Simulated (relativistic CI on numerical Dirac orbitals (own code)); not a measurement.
Calculated at this level of theory: Dirac-Coulomb-Breit CI, KLI orbitals optimised for each configuration, model QED, valence Slater integrals scaled by 0.85, P86 correlation energy added to each configuration (own radial code, finite nucleus).

CI space (outside the closed core 1s2): 2s2, 2s 2p, 2p2, 2p 3s, 2p 3p, 2s 3s, 2s 3p, 2s 3d, 2s 4s, 2s 4p, 2s 4d, 2s 4f, 2s 5s, 2s 5p, 2s 5d, 2s 5f, 2s 5g, 3s2, 3s 3p, 3p2. Levels of other configurations are missing.

At this charge configurations can still be misplaced by up to about 7 % of their energy. 53 of the 60 excited levels that our extract of the measured tables holds in this range could be paired (the sources list more); they are missed by 1146 cm⁻¹ on average and 3292 at most, and levels without a partner can miss by more.

Outline of the computed level scheme of O V. Lowest level of each configuration: 2s2 1S_0 at 0.0000 eV; 2s 2p 3P°_0 at 10.2561 eV; 2p2 3P_0 at 26.7215 eV; 2s 3s 3S_1 at 67.6227 eV; 2s 3p 1P°_1 at 72.1491 eV; 2s 3d 3D_1 at 74.3250 eV; 2p 3s 3P°_0 at 81.0052 eV; 2p 3p 1P_1 at 83.5925 eV; 2s 4s 3S_1 at 89.4943 eV.

Some strong electric-dipole decays among the lowest 36 levels: 2s 3d 3D_3 → 2s 2p 3P°_2 (7.0e+10 s⁻¹); 2s 3d 3D_2 → 2s 2p 3P°_1 (5.2e+10 s⁻¹); 2s 3d 1D_2 → 2s 2p 1P°_1 (4.9e+10 s⁻¹); 2s 3d 3D_1 → 2s 2p 3P°_0 (3.9e+10 s⁻¹); 2s 3p 1P°_1 → 2s2 1S_0 (3.2e+10 s⁻¹); 2s 3d 3D_1 → 2s 2p 3P°_1 (2.9e+10 s⁻¹); 2p 3p 1D_2 → 2s 2p 1P°_1 (2.8e+10 s⁻¹); 2p 3p 3P_0 → 2s 2p 3P°_1 (1.9e+10 s⁻¹).
